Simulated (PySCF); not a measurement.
## Pt²⁺ (platinum, charge +2) across methods

[Xe] 4f14 5d7 6s1, 6s spin antiparallel (an excited configuration). Calculation: PySCF 2.14, in aug-cc-pVTZ-PP with one added diffuse shell each of s, p, d, f, g type with ECP60MDF (7s7p6d4f3g, 113 functions); a scalar-relativistic core potential.

| method | E (hartree) | mean ε 5d α (eV) | mean ε 5d β (eV) | mean ε 6s β (eV) | Σ⟨r²⟩ (bohr²) | ⟨S²⟩ |
| --- | --- | --- | --- | --- | --- | --- |
| PBE0 | -118.1938 | -31.152 | -29.558 | -23.885 | 36.11 | 3.003 |
| PBEsol | -118.0575 | -29.216 | -27.725 | -23.200 | 36.20 | 3.002 |
| PBE | -118.2226 | -29.247 | -27.823 | -23.107 | 36.19 | 3.002 |
| M06 | -118.2012 | -31.159 | -29.456 | -23.951 | 36.05 | 3.002 |
| TPSSh | -118.1697 | -29.984 | -28.662 | -23.252 | 36.13 | 3.003 |
| LDA | -117.9700 | -29.352 | -27.796 | -23.541 | 36.30 | 3.001 |
| r2SCAN | -118.2438 | -29.773 | -28.117 | -23.245 | 36.06 | 3.006 |

Q: Estimate the same row for UHF.

A: E (hartree) = -117.47226; mean ε 5d α (eV) = -35.985; mean ε 5d β (eV) = -33.734; mean ε 6s β (eV) = -25.321; Σ⟨r²⟩ (bohr²) = 36.33; ⟨S²⟩ = 3.006.

Energies and moments cover only the electrons outside the core potential. Spin-orbit coupling, absent here, splits the open shell strongly. With the s spin flipped the determinant is a mixture of two multiplicities, not a spectroscopic state.
